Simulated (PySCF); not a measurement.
C8H16Si.
Numbering: `[CH3:1][C:2]([CH3:3])([CH3:4])[C@H:5]1[CH:6]=[CH:7][CH2:8][SiH2:9]1` (hydrogens: H10, H11, H12 on C1; H13, H14, H15 on C3; H16, H17, H18 on C4; H19 on C5; H20 on C6; H21 on C7; H22, H23 on C8; H24, H25 on Si9)

Geometry (PBE0-D3(BJ)/def2-SVP, Å), atoms numbered from 1 in this order:
```xyz
25
C8H16Si angstrom
C     -2.0141    0.2609    0.8873
C     -0.8360    0.5174   -0.0589
C     -0.8777    1.9818   -0.5003
C     -0.9649   -0.3959   -1.2794
C      0.5030    0.2561    0.6851
C      0.6891   -1.1579    1.1818
C      1.7842   -1.8559    0.8468
C      2.8397   -1.2186   -0.0171
Si     2.1344    0.5249   -0.2864
H     -2.0703   -0.7935    1.1964
H     -1.9342    0.8782    1.7966
H     -2.9679    0.5092    0.3950
H     -0.7729    2.6582    0.3633
H     -1.8330    2.2154   -0.9966
H     -0.0693    2.2138   -1.2118
H     -1.9293   -0.2342   -1.7865
H     -0.9069   -1.4565   -0.9895
H     -0.1680   -0.2042   -2.0142
H      0.5129    0.9395    1.5564
H     -0.0763   -1.6087    1.8236
H      1.9223   -2.8829    1.2043
H      2.9939   -1.7798   -0.9548
H      3.8189   -1.1997    0.4911
H      1.9638    0.8681   -1.7322
H      2.9846    1.5906    0.3294
```

Level: PBE0/pcSseg-1 in PySCF, non-relativistic, on one gas-phase PBE0-D3(BJ)/def2-SVP geometry that isn't relaxed in the solvent. The solvent is an IEF-PCM continuum (van der Waals radii × 1.2). Only the electrostatic response of the medium enters.

Gas phase at PBE0/pcSseg-1: HOMO -7.04 eV, LUMO 0.41 eV, dipole 0.38 D.

**Question.** What does the continuum do to the energy, the frontier levels and the dipole at PBE0/pcSseg-1 in chloroform?

**Answer.** 
| solvent | ε | E(solvent) − E(gas) (kcal/mol) | polarisation term (kcal/mol) | distortion of the solute (kcal/mol) | HOMO (eV) | LUMO (eV) | dipole (D) |
| --- | --- | --- | --- | --- | --- | --- | --- |
| chloroform | 4.711 | -1.06 | -1.11 | 0.05 | -6.98 | 0.47 | 0.45 |

The first energy column is the sum of the next two and covers electrostatics alone.

**Question.** Which Mulliken charges (PBE0/pcSseg-1) respond most in chloroform (means over atoms taken as equivalent)?

**Answer.** 
```json
{"atoms": "C7", "environment": "alkene CH carbon", "gas (e)": "-0.146", "solvent (e)": "-0.160", "change": "-0.014"}
{"atoms": "C6", "environment": "alkene CH carbon", "gas (e)": "-0.107", "solvent (e)": "-0.119", "change": "-0.012"}
{"atoms": "C1/C3/C4", "environment": "methyl carbon", "gas (e)": "-0.152", "solvent (e)": "-0.162", "change": "-0.010"}
{"atoms": "H25", "environment": "Si–H hydrogen", "gas (e)": "-0.075", "solvent (e)": "-0.084", "change": "-0.009"}
{"atoms": "H20", "environment": "vinylic hydrogen", "gas (e)": "+0.099", "solvent (e)": "+0.107", "change": "+0.008"}
{"atoms": "H21", "environment": "vinylic hydrogen", "gas (e)": "+0.098", "solvent (e)": "+0.106", "change": "+0.008"}
{"atoms": "C2", "environment": "quaternary sp3 carbon", "gas (e)": "-0.589", "solvent (e)": "-0.582", "change": "+0.007"}
{"atoms": "H22", "environment": "methylene hydrogen", "gas (e)": "+0.156", "solvent (e)": "+0.162", "change": "+0.006"}
```
